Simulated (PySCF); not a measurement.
# ECD: `C(C)[C@@H]1C[C@H]1CN`, C6H13N

Geometry:
```json
{"atom": "C1", "x (Å)": "-2.967", "y (Å)": "0.269", "z (Å)": "0.005"}
{"atom": "C2", "x (Å)": "-1.626", "y (Å)": "0.743", "z (Å)": "-0.534"}
{"atom": "C3", "x (Å)": "-0.478", "y (Å)": "-0.145", "z (Å)": "-0.125"}
{"atom": "C4", "x (Å)": "0.194", "y (Å)": "0.040", "z (Å)": "1.207"}
{"atom": "C5", "x (Å)": "0.926", "y (Å)": "0.374", "z (Å)": "-0.064"}
{"atom": "C6", "x (Å)": "2.097", "y (Å)": "-0.474", "z (Å)": "-0.504"}
{"atom": "N7", "x (Å)": "3.363", "y (Å)": "-0.186", "z (Å)": "0.143"}
{"atom": "H8", "x (Å)": "-3.211", "y (Å)": "-0.740", "z (Å)": "-0.365"}
{"atom": "H9", "x (Å)": "-2.956", "y (Å)": "0.220", "z (Å)": "1.105"}
{"atom": "H10", "x (Å)": "-3.787", "y (Å)": "0.940", "z (Å)": "-0.295"}
{"atom": "H11", "x (Å)": "-1.665", "y (Å)": "0.803", "z (Å)": "-1.636"}
{"atom": "H12", "x (Å)": "-1.425", "y (Å)": "1.771", "z (Å)": "-0.184"}
{"atom": "H13", "x (Å)": "-0.576", "y (Å)": "-1.186", "z (Å)": "-0.458"}
{"atom": "H14", "x (Å)": "0.506", "y (Å)": "-0.852", "z (Å)": "1.760"}
{"atom": "H15", "x (Å)": "-0.150", "y (Å)": "0.862", "z (Å)": "1.842"}
{"atom": "H16", "x (Å)": "1.043", "y (Å)": "1.445", "z (Å)": "-0.275"}
{"atom": "H17", "x (Å)": "2.235", "y (Å)": "-0.375", "z (Å)": "-1.595"}
{"atom": "H18", "x (Å)": "1.849", "y (Å)": "-1.537", "z (Å)": "-0.332"}
{"atom": "H19", "x (Å)": "3.246", "y (Å)": "-0.236", "z (Å)": "1.154"}
{"atom": "H20", "x (Å)": "3.641", "y (Å)": "0.774", "z (Å)": "-0.054"}
```

Computed with TDDFT B3LYP/def2-SVPD circular dichroism and optical rotation, one conformer, gas phase in PySCF 2.14.0. Geometry: PBE0-D3(BJ)/def2-SVP.

The molecule is flexible and this is one conformer; a measurement averages over conformers. States above about 6.6 eV lie in this functional's continuum (it starts at minus the energy of the highest occupied orbital, well below the true ionisation energy for most functionals) and depend on the basis.

Q: Assign R or S to each stereocentre.

A: C3 R, C5 R.

Q: List the lowest 16 singlet excitations with oscillator and rotatory strengths.

A: Rotatory strengths R in 10⁻⁴⁰ esu² cm², velocity form and length form (origin at the centre of mass); f in length form.
| state | E (eV) | λ (nm) | f | R (velocity) | R (length) | main |
| --- | --- | --- | --- | --- | --- | --- |
| 1 | 6.09 | 204 | 0.023 | +17.3 | +15.9 | HOMO→LUMO 0.75, HOMO→LUMO+1 0.16 |
| 2 | 6.54 | 190 | 0.008 | -4.0 | -4.3 | HOMO→LUMO+1 0.66, HOMO→LUMO+2 0.26 |
| 3 | 6.72 | 184 | 0.015 | +4.6 | +5.1 | HOMO→LUMO+2 0.62, HOMO→LUMO 0.17 |
| 4 | 6.83 | 182 | 0.016 | -9.1 | -9.1 | HOMO→LUMO+3 0.91 |
| 5 | 7.39 | 168 | 0.013 | -11.3 | -10.1 | HOMO→LUMO+4 0.82 |
| 6 | 7.42 | 167 | 0.013 | +24.0 | +22.0 | HOMO−1→LUMO 0.95 |
| 7 | 7.59 | 163 | 0.002 | -5.7 | -5.5 | HOMO−1→LUMO+1 0.49, HOMO−2→LUMO 0.31 |
| 8 | 7.62 | 163 | 0.004 | -1.3 | -1.1 | HOMO→LUMO+5 0.38, HOMO−2→LUMO 0.23 |
| 9 | 7.64 | 162 | 0.021 | -6.9 | -6.9 | HOMO→LUMO+5 0.46, HOMO−2→LUMO 0.37 |
| 10 | 7.75 | 160 | 0.021 | +15.2 | +14.6 | HOMO−2→LUMO+1 0.75, HOMO−2→LUMO+2 0.14 |
| 11 | 7.84 | 158 | 0.008 | -5.9 | -5.7 | HOMO−1→LUMO+2 0.77, HOMO−1→LUMO+1 0.18 |
| 12 | 7.96 | 156 | 0.017 | +17.5 | +17.5 | HOMO−2→LUMO+2 0.63, HOMO−2→LUMO+1 0.15 |
| 13 | 7.99 | 155 | 0.012 | -31.7 | -29.4 | HOMO−1→LUMO+3 0.89 |
| 14 | 8.03 | 154 | 0.009 | -13.2 | -12.6 | HOMO→LUMO+6 0.66, HOMO−2→LUMO+2 0.13 |
| 15 | 8.14 | 152 | 0.003 | -1.5 | -1.0 | HOMO−2→LUMO+3 0.83 |
| 16 | 8.24 | 150 | 0.012 | -5.4 | -5.3 | HOMO→LUMO+7 0.85 |

Among the states computed, the strongest CD band (largest |R|) is state 13. The largest dissymmetry factor in size, g = 4R/(D+G), with D and G the electric and magnetic dipole strengths, is -0.031 for state 7 (velocity form, f = 0.002), among bands with |R| over 0.5. The mirror image has the same energies and oscillator strengths and all R with the opposite sign.
